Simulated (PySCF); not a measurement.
Here is a computed GFN2-xTB geometry (Å):
```
atom  x, y, z in Å
O1     1.6143   -2.0090    0.6351
C2     0.9768   -1.0522    0.2914
C3     1.4843    0.3671    0.4731
O4     0.4891    1.3406    0.7604
C5    -0.6179    1.3114   -0.0332
F6    -0.2923    1.6471   -1.3420
C7    -1.3194   -0.0540   -0.0901
F8    -1.8641   -0.2960    1.1486
C9    -0.3363   -1.1604   -0.4568
H10    2.1896    0.4129    1.3044
H11    2.0122    0.6380   -0.4554
H12   -1.2952    2.0914    0.3373
H13   -2.1577   -0.0129   -0.7973
H14   -0.7815   -2.1403   -0.2747
H15   -0.1063   -1.0758   -1.5228
```

Neutral, closed shell.

Problem. Which heavy atoms are bonded, and with what formal order?

Solution. O1–C2 1.20 Å (double); C2–C3 1.52 Å (single); C3–O4 1.42 Å (single); O4–C5 1.36 Å (single); C5–F6 1.39 Å (single); C5–C7 1.54 Å (single); C7–F8 1.37 Å (single); C7–C9 1.52 Å (single); C2–C9 1.52 Å (single). Bonds to hydrogen (Å): C3–H10 1.09; C3–H11 1.10; C5–H12 1.10; C7–H13 1.10; C9–H14 1.09; C9–H15 1.09.

Problem. Write the SMILES.

Solution. `O=C1CO[C@@H](F)[C@H](F)C1`, C5H6F2O2. Among its features: ketone, ether and C–F bond.

Problem. What is the point group of this geometry?

Solution. C1 (no symmetry element, even within 0.4 Å).

Problem. Which rings does it hold (smallest set)?

Solution. C2–C3–O4–C5–C7–C9 (6 members, 0.18 Å rms from planarity).

Problem. Describe the place of each heavy atom.

Solution. O1: ketone oxygen; C2: ketone carbonyl carbon; C3: sp3 carbon bound to oxygen; O4: cyclic ether oxygen; C5: sp3 C–F carbon; F6: alkyl fluorine; C7: sp3 C–F carbon; F8: alkyl fluorine; C9: sp3 carbon next to a carbonyl.

Problem. What is the arrangement about O4?

Solution. It has 2 neighbours (C3, C5) and is bent (angle 115.9°).

Problem. What is the arrangement about C5?

Solution. It has 4 neighbours (O4, F6, C7, H12) and is distorted tetrahedral (angles from 106.7° to 114.3°).
